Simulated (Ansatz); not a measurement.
Program: Ansatz. Geometries: PBE0-D4/def2-TZVP. ΔE: electronic, gas phase. CCSD(T)/CBS adds triple-zeta CCSD(T) − MP2 to the extrapolated MP2 energy (def2 sets, frozen cores). Functionals use def2-TZVPP. One conformer a species, not always the lowest.

Consider the redistribution: `CCOBS` + `CSB(F)F` → `CSBS` + `CCOB(F)F`.

Task: Is it downhill or uphill in electronic energy at CCSD(T)/CBS, and by how much? (Estimate.)

Result: Computed: Downhill: ΔE = -23.0 kJ/mol.

Task: What do these levels give: ωB97X-V, B2PLYP, PBE, r2SCAN, CCSD(T)/def2-TZVPP, MP2/CBS(def2)? (An estimate is asked.)

Result: Computed: ωB97X-V -19.0, B2PLYP -21.0, PBE -19.1, r2SCAN -22.9, CCSD(T)/def2-TZVPP -22.8, MP2/CBS(def2) -24.1 kJ/mol.

Largest T1 diagnostic among the species: 0.013.

From PBE to PBE0 (25 % exact exchange), in def2-TZVPP and without D4, ΔE moves by −3.0 kJ/mol.
